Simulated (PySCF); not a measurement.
Delta-SCF ions had no search for a lower state. 

Cartesian coordinates (Å):
```xyz
10

C      1.7462     0.1944    -0.3693
N      0.8270    -0.3785     0.2714
C     -0.5350    -0.2342    -0.2035
N     -1.3462     0.2947     0.8858
H      1.5680     0.8071    -1.2623
H      2.7768     0.0899    -0.0356
H     -0.6098     0.4538    -1.0580
H     -0.8470    -1.2326    -0.5447
H     -2.3241     0.3146     0.6202
H     -1.2559    -0.3092     1.6960
```
Charge 0, spin multiplicity 1.

What vertical ionisation energy (Delta-SCF), total energy and dipole moment does TPSSh-D3(BJ)/def2-TZVP // B3LYP-D3(BJ)/def2-TZVP (PySCF) give?


```
Quantity                                      Result
--------------------------------------  ------------
vertical ionisation energy (Delta-SCF)       9.12 eV
total energy                            -189.3768 Ha
dipole moment                                 1.52 D
```
